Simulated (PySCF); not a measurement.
P (phosphorus, neutral) across methods

[Ne] 3s1 3p3 4s1, high-spin 6S determinant (an excited configuration). All numbers are calculated (PySCF 2.14, scalar relativity by spin-free X2C-1e, in dyall-acv3z (19s12p6d4f, 113 functions)).

| method | E (hartree) | mean ε 3s α (eV) | mean ε 3p α (eV) | mean ε 4s α (eV) | Σ⟨r²⟩ (bohr²) | ⟨S²⟩ |
| --- | --- | --- | --- | --- | --- | --- |
| MN15 | -341.7437 | -22.231 | -12.522 | -2.371 | 54.29 | 8.750 |
| LDA | -340.3533 | -19.948 | -10.800 | -2.065 | 53.72 | 8.750 |
| UHF | -341.14695 | -29.218 | -16.014 | -3.284 | 55.29 | 8.750 |
| PBE | -341.4804 | -20.074 | -10.832 | -1.949 | 54.30 | 8.750 |
| BP86 | -341.6718 | -20.121 | -10.887 | -2.086 | 54.01 | 8.750 |
| M06-2X | -341.6113 | -24.024 | -13.272 | -2.951 | 55.67 | 8.750 |
| PBE0 | -341.5121 | -22.512 | -12.259 | -2.356 | 54.56 | 8.750 |

(1) Estimate the same row for r2SCAN.

The outer electron is Rydberg-like, and this basis confines it to a smaller radius and binds it less than a complete one would.

Results:

(1) E (hartree) = -341.6284; mean ε 3s α (eV) = -21.142; mean ε 3p α (eV) = -11.368; mean ε 4s α (eV) = -1.962; Σ⟨r²⟩ (bohr²) = 54.90; ⟨S²⟩ = 8.750.
